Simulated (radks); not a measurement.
Task: Ne4+, configuration [He] 2s2 2p2. All-electron calculation, scalar-relativistic Kohn-Sham, B86b exchange with PBE correlation, spin-polarised, spherical densities, finite nucleus; open shells are filled with parallel spins first; Fermi nuclear charge, rms radius 3.0055 fm. Program: a radial shooting solver on a logarithmic mesh with Libxc functionals. Some entries of the table are withheld. Estimate them.

orbital,occ.,eigenvalue (hartree),<r^2> (bohr^2),r(max) (bohr)
1s up,1,-35.05165,0.03355,0.1026
1s down,1,-34.94829,0.03335,0.1025
2s up,1,-4.91159,0.6790,0.6275
2s down,1,-4.67148,0.7036,0.6339
2p up,2,(1),0.6028,(2)
2p down,0,(3),0.6353,(4)
3s up,0,-1.54621,4.822,1.892

Result: 
(1) 2p up eigenvalue (hartree): -4.11907
(2) 2p up r(max) (bohr): 0.5348
(3) 2p down eigenvalue (hartree): -3.86209
(4) 2p down r(max) (bohr): 0.5435
